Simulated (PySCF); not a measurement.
## SiBr₂ + H₂O → H₂SiO + Br₂

Level: PBE0 in the def2-TZVP basis family, all electrons, no relativity, computed in PySCF with density fitting; open shells unrestricted.

```tsv
species	state and structure	E (Eh)	ZPE (kJ/mol)	H(298 K) − H(0) (kJ/mol)	S° (J/(mol K))
SiBr₂	singlet, C2v, Si–Br 2.249 Å (×2); Br–Si–Br 102.1°	-5437.15903	5.6	13.3	305.1
H₂O	singlet, C2v, O–H 0.960 Å (×2); H–O–H 105.1°	-76.37736	56.5	9.9	188.7
H₂SiO	singlet, C2v, Si–H 1.486 Å (×2), Si–O 1.516 Å; H–Si–H 111.9°, H–Si–O 124.0° (×2)	-365.73762	48.4	10.7	235.0
Br₂	singlet, D∞h, Br–Br 2.281 Å	-5147.70672	2.0	9.7	244.8
```

What is the electronic reaction energy?

At PBE0/def2-TZVP, ΔE = 241.7 kJ/mol from the differences of the total energies times 2625.5, uphill. 

Add zero-point, thermal and entropy terms for 298.15 K and 1 bar.

ΔZPE = -11.7 and Δ[H(298) − H(0)] = -2.8 kJ/mol give ΔH° = 227.2 kJ/mol. ΔS° = -14.0 J/(mol K), so ΔG° = 227.2 − 298.15 × (-0.0140) = 231 kJ/mol.

The structures come from searches over a few start shapes, so lower isomers are not excluded.
